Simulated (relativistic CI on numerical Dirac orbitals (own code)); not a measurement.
# Co³⁺: L2,3 absorption edge

Computed with this model: Dirac-Coulomb-Breit CI, separate exchange-only KLI orbitals for each configuration, model QED (radiative potential, 1s self-energy scaled to tabulated hydrogen-like ionisation energies), valence Slater integrals scaled by 0.8, multiplet model of core-to-valence dipole absorption; configurations [Ar] 3d6 → [He] 2s2 2p5 3s2 3p6 3d7; 10 K; Lorentzian 0.6 eV and Gaussian 0.3 eV FWHM. Energies are those of the free ion, without screening or charge transfer. The branching ratio is the share of the lower-energy edge in the whole absorption, uncertain by about 0.02 where the edges overlap. S is read from ⟨S²⟩ = S(S + 1).

Field parameters in Wybourne normalisation: D3d B²₀ = −7Dσ, B⁴₀ = −14Dq − 21Dτ, B⁴₃ = −14√(10/7) Dq. The field is a parameter set, without covalency.

free ion: ground-state S = 2.00, centroid 786.39 eV, branching ratio 0.805. Peaks (eV, height): 783.2 (95), 783.9 (100), 785.5 (30), 787.4 (11), 798.5 (43).

D3d, 10Dq = 25150, Dσ = -1200, Dτ = -360 cm⁻¹: ground-state S = 0.02, centroid 789.48 eV, branching ratio 0.652. Peaks (eV, height): 781.8 (8), 784.0 (100), 786.7 (21), 798.2 (59), 800.4 (11).

The statistical ratio of this edge is 2/3 = 0.667. Values above it arise where the holes sit mainly in the j = l + 1/2 valence subshell or the ground state has high spin; values below it where core-valence Coulomb terms move weight to the upper edge, as in nearly empty shells.

Strongest unbroadened transitions for free ion:

```
Energy (eV)  Relative strength
     781.10               21.7
     781.69               22.2
     782.33               46.6
     782.37               10.1
     782.78               32.8
     783.12               12.3
     783.13               49.4
     783.45               35.7
     783.59                7.3
     783.95              100.0
     785.49               17.3
     785.60                7.0
     787.38               10.7
     797.14                8.1
     797.78               15.0
     798.12                9.5
     798.51               48.5
     799.03                5.6
```
